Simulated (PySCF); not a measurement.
# Input and output

[WO3(OH)]− (singlet). PySCF 2.14.0, RKS PBE0, W def2-SVP with ECP60, O def2-SVP, H def2-SVP; non-relativistic Hamiltonian with scalar-relativistic core potentials where named; density fitting; no spin-orbit coupling. Purpose: singlet excitations, Tamm-Dancoff PBE0.

```python
mol = gto.M(atom='''
W      0.01208    -0.01208    -0.05250
O      0.94539     1.07854     0.96425
O     -1.07854    -0.94539     0.96425
O      1.07559    -1.07559    -0.96202
O     -1.04434     1.04434    -1.32214
H     -1.66924     1.66924    -0.93262''',
    basis={'W': 'def2-SVP', 'O': 'def2-SVP', 'H': 'def2-SVP'},
    ecp={'W': 'def2-SVP'},
    charge=-1, spin=0)
mf = dft.RKS(mol, xc='PBE0')
mf.grids.atom_grid = (50, 194)
mf = mf.density_fit()  # fitting sets: W def2-universal-JKFIT, O def2-universal-JKFIT, H def2-universal-JKFIT
mf.conv_tol = 1e-08; mf.max_cycle = 55
mf.kernel(dm0)  # dm0: converged density of the relaxed state
td = mf.TDA(); td.nstates = 8; td.kernel()
```

Run from Python with OMP_NUM_THREADS=2; the lines above give its settings. Where DIIS fails, smearing, a level shift and second-order steps follow.
It took 18 s on 2 threads of Arm Neoverse V2, with other jobs on the host, from an already converged density.

Task: Where do the frontier levels lie, over both spins?

Result: HOMO -2.76 eV, LUMO 4.30 eV. 

Task: What does the SCF print?

Result: 
```
init E= -368.284222331597
cycle= 1 E= -368.284903547769  delta_E= -0.000681  |g|= 0.0607  |ddm|= 0.114
cycle= 2 E= -368.281551892688  delta_E= 0.00335  |g|= 0.146  |ddm|= 0.135
cycle= 3 E= -368.285534100939  delta_E= -0.00398  |g|= 0.0177  |ddm|= 0.105
cycle= 4 E= -368.28559871468  delta_E= -6.46e-05  |g|= 0.00376  |ddm|= 0.016
cycle= 5 E= -368.285601385169  delta_E= -2.67e-06  |g|= 0.000831  |ddm|= 0.00316
cycle= 6 E= -368.28560152825  delta_E= -1.43e-07  |g|= 0.000108  |ddm|= 0.000732
cycle= 7 E= -368.285601530459  delta_E= -2.21e-09  |g|= 4.34e-05  |ddm|= 0.000105
Extra cycle  E= -368.285601528046  delta_E= 2.41e-09  |g|= 0.000117  |ddm|= 0.000112
converged SCF energy = -368.285601528046
```

Task: What are the Mulliken charges and spins?

Result: 
| atom | charge (e) | spin (e) |
| --- | --- | --- |
| W1 | 0.913 | 0.000 |
| O2 | -0.529 | 0.000 |
| O3 | -0.529 | 0.000 |
| O4 | -0.523 | 0.000 |
| O5 | -0.528 | 0.000 |
| H6 | 0.196 | 0.000 |

Task: Which singlet excitations follow (Tamm-Dancoff, 8 states)?

Result: 
| state | eV | oscillator strength |
| --- | --- | --- |
| 1 | 5.45 | 0.0003 |
| 2 | 5.60 | 0.0004 |
| 3 | 5.81 | 0.0005 |
| 4 | 5.85 | 0.0044 |
| 5 | 5.86 | 0.0051 |
| 6 | 6.01 | 0.0056 |
| 7 | 6.06 | 0.0094 |
| 8 | 6.13 | 0.0132 |
For an anion in a basis without diffuse functions, states above the detachment energy aren't bound: they are resonances at best, or continuum confined by the basis.
Functionals without range separation put charge-transfer states too low; the basis has no diffuse functions.

The geometry was relaxed with B3LYP (W def2-SVP with ECP60, O def2-SVP, H def2-SVP).
